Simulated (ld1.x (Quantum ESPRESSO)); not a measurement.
Logarithmic derivatives: hydrogen, RRKJ

```json
{"Element": "hydrogen", "Generator": "ld1.x (Quantum ESPRESSO) 7.5", "Type": "norm-conserving RRKJ (Kleinman–Bylander form)", "Functional": "PBE", "Relativity": "scalar-relativistic", "Frozen core": "none", "Valence charge": "1", "Reference configuration": "1s0.5 (charge +0.5)", "Partial waves": "1s (bound): rc 1.25 bohr; 2p channel at 0.45 Ry: rc 1.35 bohr", "Local potential": "the p channel", "Core correction": "none"}
```

The phase is arctan(r·u′/u) with u = r·R(r), unwrapped; energies in Ry, scanned from -3 to 5 Ry. A pole is an energy at which the radial function vanishes at the test radius. The pseudo phase is shifted by a multiple of π to meet the all-electron one at the reference energy, and phase errors are pseudo minus all-electron; the curves can meet again beyond the range given. Levels narrower than the energy grid can be missing from the lists of poles.

```tsv
channel	radius (bohr)	reference energy (Ry)	poles, all-electron	poles, pseudo	unbroken range about the reference energy with phases within 0.05 rad	phase error 1 Ry above the reference energy (rad)
s	1.50	-0.93	0.86	0.87	the whole range	+0.001
p	1.50	0.45	none	none	the whole range	+0.000
```

Phases in the p channel:

| E (Ry) | all-electron | pseudo |
| --- | --- | --- |
| -3.00 | 1.205 | 1.205 |
| -2.76 | 1.193 | 1.193 |
| -2.52 | 1.179 | 1.179 |
| -2.28 | 1.163 | 1.163 |
| -2.04 | 1.147 | 1.147 |
| -1.80 | 1.127 | 1.128 |
| -1.56 | 1.106 | 1.106 |
| -1.32 | 1.082 | 1.082 |
| -1.08 | 1.054 | 1.054 |
| -0.84 | 1.023 | 1.023 |
| -0.60 | 0.986 | 0.986 |
| -0.36 | 0.942 | 0.942 |
| -0.12 | 0.890 | 0.890 |
| 0.12 | 0.828 | 0.828 |
| 0.36 | 0.752 | 0.752 |
| 0.60 | 0.658 | 0.658 |
| 0.84 | 0.542 | 0.542 |
| 1.08 | 0.399 | 0.399 |
| 1.32 | 0.225 | 0.225 |
| 1.56 | 0.023 | 0.023 |
| 1.80 | -0.195 | -0.195 |
| 2.04 | -0.411 | -0.411 |
| 2.28 | -0.607 | -0.606 |
| 2.52 | -0.773 | -0.772 |
| 2.76 | -0.910 | -0.909 |
| 3.00 | -1.020 | -1.019 |
| 3.24 | -1.110 | -1.109 |
| 3.48 | -1.183 | -1.182 |
| 3.72 | -1.243 | -1.242 |
| 3.96 | -1.294 | -1.293 |
| 4.20 | -1.337 | -1.336 |
| 4.44 | -1.374 | -1.373 |
| 4.68 | -1.406 | -1.405 |
| 4.92 | -1.434 | -1.433 |
